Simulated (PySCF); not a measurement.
# Sn²⁺ (tin, charge +2) across methods

[Kr] 4d10 5s2, closed-shell 1S. Calculation: PySCF 2.14, in aug-cc-pVTZ-PP with one added diffuse shell each of d, f type with ECP28MDF (6s5p5d3f, 67 functions); a scalar-relativistic core potential.

```tsv
method	E (hartree)	mean ε 4p (eV)	mean ε 4d (eV)	mean ε 5s (eV)	Σ⟨r²⟩ (bohr²)	⟨S²⟩
BHandHLYP	-213.4026	-117.60	-48.439	-27.979	32.10	0.000
wB97X	-213.5059	-114.08	-48.230	-29.540	31.93	0.000
PBE0	-213.4664	-112.22	-45.800	-27.060	31.98	0.000
MN15	-212.9992	-108.86	-46.301	-28.043	32.19	0.000
LDA	-213.1086	-106.65	-43.118	-26.621	31.97	0.000
UHF	-212.58330	-127.44	-52.973	-28.789	32.36	0.000
PBE	-213.4599	-106.77	-43.027	-26.171	31.97	0.000
CAM-B3LYP	-213.4400	-113.26	-47.212	-28.616	32.05	0.000
r2SCAN	-213.5303	-109.58	-43.776	-26.379	31.87	0.000
```

Energies and moments cover only the electrons outside the core potential.
